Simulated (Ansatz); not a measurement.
One change: `C=C=C(F)N[SiH3]` becomes `C=C=CF`.

Ansatz, PBE0-D4/def2-TZVP geometries, multiplicity 1. Each molecule was computed in one conformer, which needn't be the lowest.

```
                                          property  `C=C=C(F)N[SiH3]`
size of the dipole moment (ωB97M-V/def2-TZVPP) / D               1.42
    size of the dipole moment (PBE/def2-TZVPP) / D               1.35
              HOMO–LUMO gap (PBE0/def2-TZVPP) / eV               5.91
                 HOMO energy (PBE/def2-TZVPP) / eV              -5.24
                 LUMO energy (PBE/def2-TZVPP) / eV              -1.52
               HOMO energy (B3LYP/def2-TZVPP) / eV              -6.23
```

Problem. Give the same properties after the change, and the shifts. (Estimate.)

Solution. Ansatz gave: 
```
                                          property  `C=C=CF`  shift
size of the dipole moment (ωB97M-V/def2-TZVPP) / D      1.71   0.29
    size of the dipole moment (PBE/def2-TZVPP) / D      1.56   0.21
              HOMO–LUMO gap (PBE0/def2-TZVPP) / eV      6.84   0.93
                 HOMO energy (PBE/def2-TZVPP) / eV     -6.21  -0.97
                 LUMO energy (PBE/def2-TZVPP) / eV     -1.68  -0.16
               HOMO energy (B3LYP/def2-TZVPP) / eV     -7.28  -1.05
```

With PBE0 the HOMO falls by 1.07 eV and the LUMO falls by 0.14 eV, so the gap widens by about 0.93 eV. PBE moves the HOMO by -0.97 eV and ωB97M-V by -1.12 eV. Dipoles are sizes alone; their direction can turn.

B3LYP here is the variant with VWN-RPA as its local correlation; programs differ in this.
